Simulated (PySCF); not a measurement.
C3H5ClF2.

```xyz
11

C     -1.7364    -0.1873     0.0351
C     -0.4653     0.6179    -0.0818
F     -0.1245     1.1094     1.1417
F     -0.6835     1.7007    -0.8922
C      0.7415    -0.1004    -0.6749
Cl     1.1804    -1.5492     0.2508
H     -1.5746    -1.0442     0.7015
H     -2.5229     0.4587     0.4498
H     -2.0471    -0.5479    -0.9557
H      1.5921     0.5940    -0.6667
H      0.5205    -0.3962    -1.7086
```
Charge 0, spin multiplicity 1.

The structure is a stationary point at ωB97X-D3(BJ)/def2-SVP. The values are those of a single conformer.

Calculation: PBE/pcSseg-1 run with PySCF. Non-relativistic, no solvent.

Problem. Give the absolute GIAO shielding of each atom: isotropic value and principal components (ppm). (The exact figures need the calculation; the answer reports its results.)

Solution. 
```csv
atom,σ(iso),σ11,σ22,σ33,span
C1,157.9,140.8,150.8,181.9,41.1
C2,49.2,37.4,44.9,65.4,28.0
F3,272.4,186.7,291.5,339.0,152.3
F4,270.6,176.2,311.7,323.9,147.7
C5,126.7,104.3,127.4,148.4,44.2
Cl6,851.6,682.6,793.0,1079.2,396.6
H7,29.1,24.3,29.8,33.0,8.6
H8,29.6,26.3,27.4,35.0,8.8
H9,30.1,26.7,27.8,35.8,9.1
H10,27.6,22.5,27.4,33.0,10.5
H11,27.9,22.9,27.8,33.2,10.3
```
